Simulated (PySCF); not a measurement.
# Cu₂Cl⁺, singlet: molecular constants

Method: PBE0 in PySCF with Cl def2-TZVP, Cu def2-TZVP; no relativity; density-fitted integrals.

The structure is a minimum.

```xyz
3
charge 1 multiplicity 1, angstrom
Cl    0.0000    0.0000   -0.8989
Cu    1.8280    0.0000    0.2498
Cu   -1.8280    0.0000    0.2498
```

| Property | Result |
| --- | --- |
| Point group | C2v |
| Bond lengths | Cl–Cu 2.159 Å (×2) |
| Bond angles | Cu–Cl–Cu 115.7° |
| Highest occupied level | -12.78 eV |
| Zero-point energy | 4.1 kJ/mol |
| Dipole moment about the centre of mass | 3.07 D |
| Rotational symmetry number | 2 |
| Lowest empty level | -7.52 eV |
| Enthalpy at 298.15 K above 0 K | 14.19 kJ/mol |
| Heat capacity Cp at 298.15 K | 55.2 J/(mol K) |
| Rotational constants | 0.4669, 0.04008, 0.03691 cm⁻¹ |
| Entropy at 298.15 K and 1 bar | 311.1 J/(mol K) |
| Principal quadrupole moments (Buckingham, traceless) about the centre of mass | -15.34, -13.26, 28.60 D Å |
| Principal polarisabilities | 27.8, 33.7, 49.8 bohr³ |

Harmonic modes (masses in u: Cl 34.969, Cu 62.930):
```json
{"symmetry": "a1", "ω (cm⁻¹)": "54", "IR (km/mol)": "2.5", "μ (u)": "52.37"}
{"symmetry": "a1", "ω (cm⁻¹)": "282", "IR (km/mol)": "9.5", "μ (u)": "44.19"}
{"symmetry": "b2", "ω (cm⁻¹)": "354", "IR (km/mol)": "29.8", "μ (u)": "39.92"}
```

In C2v the vibrations span 2a1 + b2. Here b1 is antisymmetric to the molecular plane and b2 lies in it.

Charges (e):
```json
{"atom": "Cl1", "Mulliken": "-0.25", "Löwdin": "0.31", "polar tensor": "-0.47", "Mayer order to Cl1": "–"}
{"atom": "Cu2,3", "Mulliken": "0.62", "Löwdin": "0.34", "polar tensor": "0.73", "Mayer order to Cl1": "0.71"}
```

Mulliken populations on Cl1: s 5.93, p 11.26, d 0.05, f 0.00.

Outer orbital energies (eV). occupied: -13.65, -13.58, -13.58, -13.56, -13.55, -12.82, -12.78, -12.78; empty: -7.52, -6.97, -3.21, -2.74.

This need not be the most stable arrangement of these atoms.

The final relaxation and frequency run took about 4 core-minutes on a shared host.
